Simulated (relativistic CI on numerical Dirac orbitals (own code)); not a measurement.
## Magnetism of Gd³⁺, 4f7, in a crystal field

Calculated by Dirac-Coulomb-Breit CI, separate exchange-only KLI orbitals for each configuration, a model potential for QED, valence Slater integrals scaled by 0.8, one configuration in a parametric crystal field (own radial code).

Field parameters in Wybourne normalisation; cubic f-shell fields have B⁴₄ = √(5/14) B⁴₀ and B⁶₄ = −√(7/2) B⁶₀. The field is a parameter set, without covalency.

S is read from ⟨S²⟩ = S(S + 1).

Powder χT (cm³ K mol⁻¹) by Van Vleck's formula, with temperature-independent terms:

```csv
Field,2 K,5 K,10 K,20 K,50 K,100 K,200 K,300 K
"C2v, B20 = -760, B22 = -60, B40 = -510, B42 = 490, B44 = -620, B60 = -730, B62 = 130, B64 = -330, B66 = -260 cm⁻¹",7.8,7.82,7.82,7.82,7.82,7.82,7.82,7.82
"Oh, B40 = -1120, B60 = -630 cm⁻¹",7.82,7.82,7.82,7.82,7.82,7.82,7.82,7.82
```

For Oh, B40 = -1120, B60 = -630 cm⁻¹: what effective moment follows at 300 K?

μ_eff = √(8χT) = 7.91 μB. The LS value g√(J(J + 1)) of the free ion's 8S°_7/2 level is 7.94 μB.
